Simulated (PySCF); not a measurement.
B3LYP has the VWN-RPA correlation part, as in Gaussian. Delta-SCF ions had no search for a lower state. Excitations are Tamm–Dancoff values on a coarser integration grid. The basis has no diffuse functions, so Rydberg states are missing or too high.

Cartesian coordinates (Å):
SMILES: BC=C
```xyz
8

B      1.2581     0.2589     0.0129
C     -0.0467    -0.5436     0.1013
C     -1.2294     0.0602    -0.0721
H      2.3292    -0.2534     0.1626
H      1.1967     1.4344    -0.2133
H     -0.0489    -1.6131     0.3047
H     -1.2814     1.1258    -0.2775
H     -2.1776    -0.4691    -0.0184
```
Charge 0, multiplicity 1.

**Question.** Estimate the HOMO–LUMO gap, T1 excitation (TDA) and vertical ionisation energy (Delta-SCF) that B3LYP-D3(BJ)/def2-TZVP // PBE0-D4/def2-TZVP in PySCF returns for this input.

**Answer.** 
```json
{
 "HOMO–LUMO gap": "5.97 eV",
 "T1 excitation (TDA)": "3.65 eV",
 "vertical ionisation energy (Delta-SCF)": "10.92 eV"
}
```
